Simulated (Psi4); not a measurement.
Psi4 input (wB97X-D/6-31G*):

```
memory 1500 MB

molecule {
0 2
C    -2.67209312   -0.62425138   -0.35154875
C    -1.45613813    0.05459379    0.27227649
C    -0.18697092   -0.15340598   -0.55158460
C     1.05179778    0.51320877    0.05915452
C     2.25579131    0.37315127   -0.79546095
O     1.25394354   -0.09781658    1.34215466
H    -2.51958755   -1.70309509   -0.43384093
H    -3.56953010   -0.46101952    0.24806397
H    -2.86856991   -0.24140437   -1.35629713
H    -1.29158716   -0.32639311    1.28134334
H    -1.64531925    1.12856804    0.37275820
H    -0.32940499    0.24580255   -1.55999327
H     0.02248249   -1.22205192   -0.65742579
H     0.82505537    1.58108977    0.19561170
H     2.51443957    1.12859476   -1.52456288
H     2.79440729   -0.56579235   -0.80240885
H     2.08174420    0.23845490    1.70249391
symmetry c1
no_reorient
no_com
}

set {
  basis 6-31G*
  reference uks
  scf_type pk
  dft_radial_points 99
  dft_spherical_points 590
  e_convergence 1e-8
  d_convergence 1e-7
  maxiter 150
}

e = energy('wb97x-d')
print_out(f'\nFINAL {e:.10f} DIPOLE {variable("CURRENT DIPOLE")[0]:.6f} {variable("CURRENT DIPOLE")[1]:.6f} {variable("CURRENT DIPOLE")[2]:.6f}\n')
```

From the output:

```
  HONO-1 :   24  A 1.9987774
  HONO-0 :   25  A 1.0000000
  LUNO+0 :   26  A 0.0012226
  LUNO+1 :   27  A 0.0003281
  LUNO+2 :   28  A 0.0003140
  LUNO+3 :   29  A 0.0002839

Computation Completed

Properties will be evaluated at   0.000000,   0.000000,   0.000000 [a0]

Properties computed using the SCF density matrix

 Multipole Moments:

 ------------------------------------------------------------------------------------
     Multipole            Electronic (a.u.)      Nuclear  (a.u.)        Total (a.u.)
 ------------------------------------------------------------------------------------

 L = 1.  Multiply by 2.5417464519 to convert [e a0] to [Debye]
 Dipole X            :          0.3550264           -0.0000004            0.3550261
 Dipole Y            :          0.3628456           -0.0000003            0.3628453
 Dipole Z            :         -0.2441832           -0.0000004           -0.2441835
 Magnitude           :                                                    0.5633168

 ------------------------------------------------------------------------------------

FINAL -272.2238160967 DIPOLE 0.355026 0.362845 -0.244184

*** Psi4 exiting successfully. Buy a developer a beer!
```

The geometry given is a B3LYP-D3(BJ)/def2-TZVP minimum.
